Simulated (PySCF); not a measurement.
B(H)2(Me) (CH5B), SMILES BC. The structure is a stationary point at B3LYP-D3(BJ)/def2-TZVP.

Method: B3LYP-D3(BJ)/def2-TZVP (PySCF 2.14.0).

Harmonic wavenumbers (cm⁻¹): 163, 562, 690, 976, 1069, 1092, 1254, 1329, 1429, 1478, 2573, 2641, 2961, 3061, 3109. Rotational constants (GHz): 96.43, 21.77, 19.87; symmetry number 1.

Task: Work out the zero-point energy and the ideal-gas rigid-rotor harmonic-oscillator thermochemistry at 298.15 K and 1 atm.

Result: ZPE = ½ Σ hcν = ½ × 24385 cm⁻¹ = 34.86 kcal/mol. H − E(el) = 37.89 kcal/mol. Entropy in cal/(mol K): translation 35.91, rotation 19.58, vibration 3.68, total 59.17. G − E(el) = 20.25 kcal/mol. Cp = 13.28 cal/(mol K).
